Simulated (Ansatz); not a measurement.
Calculated with Ansatz (gas phase, PBE0-D4/def2-TZVP geometries, no zero-point term in ΔE). CBS: MP2 limit from def2 TZ/QZ plus the TZ coupled-cluster correction, frozen cores. This one scheme is used for every species. DFT in def2-TZVPP. B3LYP here is the variant with VWN-RPA as its local correlation; programs differ in this. For Ga outer-core shells are correlated without core-valence functions, which leaves a few kJ/mol of doubt a bond. Scalar relativity is left out up to krypton. Each species was taken in one conformer, which may not be the lowest.

Consider the ligand exchange at a Ga–N bond: `[CH3][GaH][N]=C=O` + `SS` → `[CH3][GaH][S]S` + `N=C=O`.

CCSD(T)/CBS gives -0.9 kcal/mol.

(1) Another level gave -1.6 kcal/mol. Which?
A. PBE/def2-TZVPP
B. PBE0/def2-TZVPP
C. B3LYP/def2-TZVPP
D. SCS-MP2/def2-TZVPP

Largest T1 diagnostic among the species: 0.018.

Results:

(1) B. PBE0 -1.6, SCS-MP2/def2-TZVPP 1.2, PBE -3.1, B3LYP 0.1 kcal/mol.

From PBE to PBE0 (25 % exact exchange), in def2-TZVPP and without D4, ΔE moves by +1.6 kcal/mol. In def2-TZVPP, CCSD(T) changes the Hartree–Fock value by −5.0 kcal/mol (the triples alone add −1.2 kcal/mol) and MP2 by −5.3 kcal/mol. The D4 term adds −1.6 kcal/mol with B3LYP and −0.9 kcal/mol with PBE0; it sums over pairs of atoms, weighted by their polarisabilities, and B3LYP, whose exchange is more repulsive, gets the larger term.
